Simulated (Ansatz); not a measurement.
`[NH2][Al]([NH2])[F]` + `[NH2][Ta]([NH2])(=[O])[OH]` → `[NH2][Al]([NH2])[OH]` + `[NH2][Ta]([NH2])(=[O])[F]`  (redistribution)

Calculated with Ansatz (gas phase, PBE0-D4/def2-TZVP geometries, no zero-point term in ΔE). CBS: MP2 limit from def2 TZ/QZ plus the TZ coupled-cluster correction, frozen cores. This one scheme is used for every species. Elements past krypton have def2 core potentials. For Ta outer-core shells are correlated without core-valence functions, which leaves a few kJ/mol of doubt a bond. One conformer a species, not always the lowest.

```csv
species,MP2/def2-TZVPP energy (Eh)
`[NH2][Al]([NH2])[F]`,-453.61567
`[NH2][Ta]([NH2])(=[O])[OH]`,-319.58405
`[NH2][Al]([NH2])[OH]`,-429.58267
`[NH2][Ta]([NH2])(=[O])[F]`,-343.60986
```

Task: Work out ΔE.

Result: ΔE = (-429.58267) + (-343.60986) − (-453.61567) − (-319.58405) = 0.00719 Eh = +18.9 kJ/mol. CCSD(T)/CBS gives +18.4 kJ/mol.

Task: What do rigid-rotor, harmonic-oscillator terms from PBE0-D4/def2-TZVP frequencies (298.15 K, 1 bar) make of the CCSD(T)/CBS value? (Best estimate.)

Result: Ansatz gave: ΔZPE = +0.2 kJ/mol, ΔH = +18.9 kJ/mol, ΔS = 9 J/(mol·K), ΔG = +16.1 kJ/mol.

Largest T1 diagnostic among the species: 0.020.

Leaving LDA and LC-ωPBE aside and taking each functional with its dispersion term where it has one, the values, not all of them listed here, spread over 5.3 kJ/mol, from revPBE-D4 to PBE-QIDH. From BLYP to BHLYP (50 % exact exchange), in def2-TZVPP and without D4, ΔE moves by +3.9 kJ/mol.
